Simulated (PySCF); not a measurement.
Molecule: `C1C(F)=C(Cl)C[SiH2]1`, C$_{4}$H$_{6}$ClFSi.

Bonds (- single, = double, # triple, : aromatic): F1-C2, C2=C3, C3-Cl4, C3-C5, C5-Si6, Si6-C7, C7-C2. C5 carries H8, H9; Si6 carries H10, H11; C7 carries H12, H13.

Frames of a GFN2-xTB Langevin trajectory at 300 K; GIAO PBE0/pcSseg-1 shieldings in PySCF 2.14.0 with density-fitted response routines, gas phase, non-relativistic; equivalent atoms averaged within each frame.

Referencing at the same level of theory: ¹⁹F (σref 170.95) against CFCl3; ¹³C (σref 186.93) and ²⁹Si (σref 349.16) and ¹H (σref 31.72) vs TMS; ³⁵Cl (σref 949.78) vs HCl. The references are static minima.

How do the shifts (ppm) fluctuate along the trajectory?

Answers


```
         time (fs)      F1     C2     C3    C5    C7  Cl4    Si6  H10/H11  H12/H13  H8/H9
               250  -100.6  170.0  123.4  20.9  19.4  209  -47.4     5.14     2.93   1.38
               425  -110.6  161.8  125.1  21.7  11.0  229  -49.5     3.91     1.80   1.82
               625   -92.9  173.2  121.3  18.6  24.8  224  -48.1     3.79     2.54   2.00
               800   -88.8  172.3  118.2  27.3  18.9  179  -45.8     4.91     2.02   2.89
              1000   -84.5  171.7  123.9  20.1  11.3  200  -45.1     4.48     1.88   2.91
    mean of frames   -95.5  169.8  122.4  21.7  17.1  208  -47.2     4.45     2.23   2.20
standard deviation    10.3    4.6    2.7   3.3   5.9   20    1.8     0.59     0.48   0.68
```

5 frames give an uncertainty of the mean of about the standard deviation over 2.2 at best, since frames this close in time may not be independent; classical motion lacks zero-point vibration, and the reference would need the same averaging.
